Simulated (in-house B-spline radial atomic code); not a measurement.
A calculation on neutral indium: its settings, and results tabulated from the run. Method: scalar-relativistic (X2C) RPBE, spin-polarised, spherical fractional occupations, Fermi nucleus of rms radius 4.6156 fm. Calculated with an all-electron radial atomic-structure program (B-spline basis).

Command:
```bash
python run_scf.py task.json out
```
Settings (nuclear radius in fm, mass in u):
```
Z                49
configuration    [Kr] 4d10 5s2 5p1
hamiltonian      x2c
method           rpbe,pbe
spin_polarised   True
nucleus          fermi
rms_radius       4.6156
atomic_mass      114.90388
speed_of_light   137.035999084
```

Output (hartree, bohr):
```
 radial grid: 77 intervals, B-splines of order 8, outer radius 50 bohr

 iter        energy (Eh)    residual
    1       -5879.592435    4.67e-01
    2       -5879.207729    2.05e-01
    3       -5880.919332    2.55e-02
    4       -5880.938792    6.01e-03
    5       -5880.938080    5.74e-03
    6       -5880.939709    1.74e-03
    7       -5880.939825    8.31e-05
    8       -5880.939825    1.19e-05
    9       -5880.939825    4.78e-07

 total energy                     -5880.93983
 kinetic                            6180.1779
 electron-nucleus                 -14273.6934
 Hartree                            2373.7832
 exchange-correlation               -161.2076

 orbital      occ     eigenvalue          <r>       <r^2>       <1/r>       r_max
 1s up      1.000     -1018.1427     0.029141  0.00115938     54.1356     0.01854
 1s down    1.000     -1018.1424     0.029141  0.00115938     54.1356     0.01854
 2s up      1.000      -152.4610     0.128025   0.0193881     12.2551      0.1085
 2s down    1.000      -152.4610     0.128025   0.0193881     12.2551      0.1085
 2p up      3.000      -136.9019     0.111905   0.0153048     11.4299     0.08664
 2p down    3.000      -136.9017     0.111905   0.0153049     11.4299     0.08664
 3s up      1.000       -28.9381     0.348316    0.138875     4.27678      0.3157
 3s down    1.000       -28.9378     0.348315    0.138874     4.27678      0.3157
 3p up      3.000       -23.8336     0.346851    0.139738     4.00152      0.3089
 3p down    3.000       -23.8333      0.34685    0.139737     4.00153      0.3089
 3d up      5.000       -15.8794      0.32435    0.125033      3.7542      0.2583
 3d down    5.000       -15.8792     0.324348    0.125031     3.75422      0.2583
 4s up      1.000        -4.3901     0.848535    0.815422     1.65076      0.7706
 4s down    1.000        -4.3897     0.848531    0.815364     1.65068      0.7706
 4p up      3.000        -2.8688     0.922103     0.97319     1.47925      0.8166
 4p down    3.000        -2.8684     0.921915    0.972616     1.47937      0.8166
 4d up      5.000        -0.6830      1.18489     1.69037     1.13574       0.932
 4d down    5.000        -0.6806      1.17932     1.67034     1.13919      0.9317
 5s up      1.000        -0.3074      2.62467     7.91319    0.490822       2.173
 5s down    1.000        -0.2841      2.61222     7.86885    0.495797       2.146
 5p up      1.000        -0.1004      3.72923      16.528    0.344185       2.878
```

Cost of the run: 0.38 s on 1 thread of Arm Neoverse V1 (shared host).

One-electron X2C: radii and densities carry no picture-change correction, so inner-shell <1/r> comes out high (for 1s by about 2 % at Z = 33, 5 % at 54, 10 % at 75, 30 % at 118) and <r> low.
